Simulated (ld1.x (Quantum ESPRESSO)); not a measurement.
# An all-electron radial function and its pseudo partner (osmium (Os))

Columns: radius, all-electron u(r) and pseudo u(r) of the 5d shell (level -6.29 eV) of osmium in the configuration [Kr] 4d10 4f14 5s2 5p6 5d6 6s2 6p0; PBEsol, scalar-relativistic, TM scheme, ld1.x (Quantum ESPRESSO) 7.5.

| r (bohr) | all-electron | pseudo |
| --- | --- | --- |
| 0.078 | 0.2042 | 0.0008 |
| 0.155 | 0.1732 | 0.0063 |
| 0.232 | -0.1080 | 0.0205 |
| 0.310 | -0.3206 | 0.0472 |
| 0.388 | -0.3663 | 0.0881 |
| 0.465 | -0.2841 | 0.1427 |
| 0.542 | -0.1337 | 0.2104 |
| 0.620 | 0.0424 | 0.2893 |
| 0.698 | 0.2145 | 0.3746 |
| 0.775 | 0.3661 | 0.4604 |
| 0.852 | 0.4935 | 0.5430 |
| 0.930 | 0.5969 | 0.6188 |
| 1.008 | 0.6757 | 0.6832 |
| 1.085 | 0.7320 | 0.7334 |
| 1.162 | 0.7699 | 0.7695 |
| 1.240 | 0.7929 | 0.7923 |
| 1.318 | 0.8031 | 0.8029 |
| 1.395 | 0.8033 | 0.8033 |
| 1.472 | 0.7957 | 0.7957 |
| 1.550 | 0.7820 | 0.7820 |
| 1.628 | 0.7637 | 0.7637 |
| 1.705 | 0.7423 | 0.7423 |
| 1.782 | 0.7187 | 0.7187 |
| 1.860 | 0.6932 | 0.6932 |
| 1.938 | 0.6668 | 0.6668 |
| 2.015 | 0.6403 | 0.6403 |

(1) How many radial nodes do the two functions have?

(2) At about which radius was the pseudo-wave matched?

(3) Is the pseudo-wave norm-conserving?

Results:

(1) The all-electron 5d function has n − l − 1 = 2; the pseudo-wave has 0, since the states of the same l below it are removed with the core.

(2) 1.55 bohr. The columns agree to 0.0005 from 1.32 bohr on; several derivatives are matched, so the curves merge somewhat inside the radius.

(3) Yes: the TM scheme keeps the norm inside the radius equal to the all-electron one, which fixes the energy derivative of the logarithmic derivative at the level.
